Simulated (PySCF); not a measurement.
**Dipole response of Ne (neon, neutral)**

[He] 2s2 2p5 3s1, high-spin 3P determinant (an excited configuration). Computed with PySCF 2.14 in aug-cc-pCVTZ-DK with one added diffuse shell each of s, p, d, f type (8s7p5d3f, 75 functions), with scalar relativity by spin-free X2C-1e. Coupled (time-dependent) response in atomic units; α is the mean over directions.

```json
{"method": "UHF", "mean α (bohr³)": "212.2", "α xx, yy, zz": "225.7, 205.5, 205.5", "C₆ (like pair)": "2263", "S(−4)": "48300"}
{"method": "PBE", "mean α (bohr³)": "180.6", "α xx, yy, zz": "187.8, 176.9, 176.9", "C₆ (like pair)": "1789", "S(−4)": "34620"}
{"method": "PBE0", "mean α (bohr³)": "191.4", "α xx, yy, zz": "199.9, 187.1, 187.1", "C₆ (like pair)": "1957", "S(−4)": "38590"}
{"method": "r2SCANh", "mean α (bohr³)": "181.0", "α xx, yy, zz": "191.2, 176.0, 176.0", "C₆ (like pair)": "1861", "S(−4)": "32380"}
{"method": "TPSS", "mean α (bohr³)": "201.9", "α xx, yy, zz": "209.1, 198.3, 198.3", "C₆ (like pair)": "2125", "S(−4)": "42690"}
```

S(−4) is the Cauchy moment in α(ω) = α(0) + S(−4) ω² + …

α(iu) at PBE0:

```tsv
u (hartree)	α(iu) (bohr³)
0	191.4
0.0500	127.4
0.100	64.17
0.200	22.28
0.300	11.26
0.500	4.968
0.750	2.801
1.00	1.942
1.50	1.188
2.00	0.8321
3.00	0.4845
5.00	0.2258
```

A single London oscillator, α(iu) = α/(1 + u²/ω²), gives C₆ = (3/4) ω α². Matching the computed C₆ needs ω = 4 × 1957 / (3 × 191.4²) = 0.0712 hartree.

The components differ because the open shell of this determinant is not spherical; for a pure term their mean is the scalar polarisability.

The outer electron is Rydberg-like, and this basis confines it to a smaller radius and binds it less than a complete one would.
